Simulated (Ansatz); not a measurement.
CH7AlN2. Total charge 0; spin multiplicity 1. The bonds changed during the relaxation, so this is another structure than the one it started from. The structure was optimised at the PBE0-D4/def2-TZVP level. It is one conformer, not always the lowest.

```xyz
11

N    -0.594    0.963   -0.703
C     0.178    1.197    0.595
Al   -0.362   -0.668    0.470
N     0.811   -1.877   -0.115
H    -0.030    1.097   -1.531
H    -1.437    1.515   -0.786
H    -0.348    1.913    1.222
H     1.180    1.564    0.384
H    -1.784   -1.134    0.996
H     0.579   -2.830   -0.341
H     1.805   -1.739   -0.190
```

(1) What is the dipole moment at ωB97M-V/def2-TZVPP? (Estimate.)

(2) And with PBE, r2SCAN, B3LYP? (Best estimate.)

(3) Give the Mulliken charges with ωB97M-V, B3LYP, r2SCAN in def2-TZVPP. (Estimate.)

## Answers

(1) The calculation gave: 2.85 D, with components (0.57, 2.02, -1.93) D in this frame, pointing from negative to positive charge.

(2) Ansatz gave: PBE 2.91 D, r2SCAN 2.93 D, B3LYP 2.84 D.

(3) Ansatz gave: 
| atom | ωB97M-V | B3LYP | r2SCAN |
| --- | --- | --- | --- |
| N1 | -0.11 | -0.15 | -0.15 |
| C2 | -0.42 | -0.36 | -0.35 |
| Al3 | 0.43 | 0.45 | 0.49 |
| N4 | -0.41 | -0.45 | -0.52 |
| H5 | 0.13 | 0.14 | 0.15 |
| H6 | 0.12 | 0.14 | 0.15 |
| H7 | 0.11 | 0.09 | 0.07 |
| H8 | 0.11 | 0.09 | 0.07 |
| H9 | -0.15 | -0.18 | -0.18 |
| H10 | 0.10 | 0.12 | 0.14 |
| H11 | 0.10 | 0.12 | 0.14 |

B3LYP here is the variant with VWN-RPA as its local correlation; programs differ in this.
